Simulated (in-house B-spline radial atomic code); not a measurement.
# Ga⁴⁺: [He] 2s2 (2p1/2)1 (2p3/2)4 3s2 3p6 3d10 (with a hole in an inner shell)

Computed with a B-spline radial code for spherical atoms: Dirac-Hartree-Fock, average of the jj configuration, Fermi nucleus of rms radius 3.9973 fm.

Z_r = [3n² - l(l+1)]/(2<r>); Z_e = n√(-2ε); the last column is Slater's effective charge. Values are occupation-weighted means over j.

| shell | electrons | ε (eV) | <r> (bohr) | Z_r | Z_e | Slater |
| --- | --- | --- | --- | --- | --- | --- |
| 1s | 2 | -10594 | 0.04853 | 30.91 | 27.90 | 30.70 |
| 2s | 2 | -1437 | 0.2148 | 27.93 | 20.55 | 27.20 |
| 2p | 5 | -1270.4 | 0.1887 | 26.50 | 19.33 | 27.20 |
| 3s | 2 | -242.22 | 0.6357 | 21.23 | 12.66 | 20.60 |
| 3p | 6 | -186.36 | 0.6551 | 19.08 | 11.10 | 20.60 |
| 3d | 10 | -93.474 | 0.7076 | 14.84 | 7.86 | 10.85 |

The least bound orbital is 3d3/2 at -93.13 eV, and it is also the most diffuse (<r> = 0.7094 bohr). The part-filled 2p shell lies below the filled 3d shell in orbital energy.

For the 1s electron the small component carries 1.26 % of the norm, the zero-frequency Breit interaction raises the level by 14 eV, self-energy by 7.533 eV, and vacuum polarisation lowers it by 0.7124 eV.
